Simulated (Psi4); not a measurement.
Method: SAPT0/jun-cc-pVDZ, frozen core in Psi4.

Psi4 input:

```
molecule {
0 1
F 0.46223909 -0.00000000 -0.00000000
H -0.46223909 0.00000000 0.00000000
--
0 1
Si -1.69297239 1.42017273 -2.78410772
O -0.22321479 0.66490437 -2.77079460
H -2.57767420 0.87645655 -3.84447902
H -2.39370457 1.27644473 -1.48369308
H -1.41169030 2.84479756 -3.04735072
H -0.19360543 -0.28124977 -2.61196109
units angstrom
symmetry c1
no_reorient
no_com
}
set basis jun-cc-pvdz
set scf_type df
set freeze_core true
energy('sapt0')
```

Part of the output:

```
    SAPT Results
  --------------------------------------------------------------------------------------------------------
    Electrostatics                  0.80945875 [mEh]       0.50794304 [kcal/mol]       2.12523366 [kJ/mol]
      Elst10,r                      0.80945875 [mEh]       0.50794304 [kcal/mol]       2.12523366 [kJ/mol]

    Exchange                        3.13623161 [mEh]       1.96801505 [kcal/mol]       8.23417497 [kJ/mol]
      Exch10                        3.13623161 [mEh]       1.96801505 [kcal/mol]       8.23417497 [kJ/mol]
      Exch10(S^2)                   3.13181038 [mEh]       1.96524069 [kcal/mol]       8.22256703 [kJ/mol]

    Induction                      -0.50395065 [mEh]      -0.31623381 [kcal/mol]      -1.32312225 [kJ/mol]
      Ind20,r                      -1.20713615 [mEh]      -0.75748937 [kcal/mol]      -3.16933552 [kJ/mol]
      Exch-Ind20,r                  0.84240898 [mEh]       0.52861962 [kcal/mol]       2.21174447 [kJ/mol]
      delta HF,r (2)               -0.13922348 [mEh]      -0.08736405 [kcal/mol]      -0.36553120 [kJ/mol]

    Dispersion                     -0.86512242 [mEh]      -0.54287251 [kcal/mol]      -2.27137860 [kJ/mol]
      Disp20                       -1.01948542 [mEh]      -0.63973676 [kcal/mol]      -2.67665861 [kJ/mol]
      Exch-Disp20                   0.15436300 [mEh]       0.09686425 [kcal/mol]       0.40528001 [kJ/mol]
      Disp20 (SS)                  -0.50974271 [mEh]      -0.31986838 [kcal/mol]      -1.33832930 [kJ/mol]
      Disp20 (OS)                  -0.50974271 [mEh]      -0.31986838 [kcal/mol]      -1.33832930 [kJ/mol]
      Exch-Disp20 (SS)              0.08316080 [mEh]       0.05218419 [kcal/mol]       0.21833866 [kJ/mol]
      Exch-Disp20 (OS)              0.07120220 [mEh]       0.04468006 [kcal/mol]       0.18694136 [kJ/mol]

  Total HF                          3.44173972 [mEh]       2.15972428 [kcal/mol]       9.03628638 [kJ/mol]
  Total SAPT0                       2.57661730 [mEh]       1.61685176 [kcal/mol]       6.76490778 [kJ/mol]
```
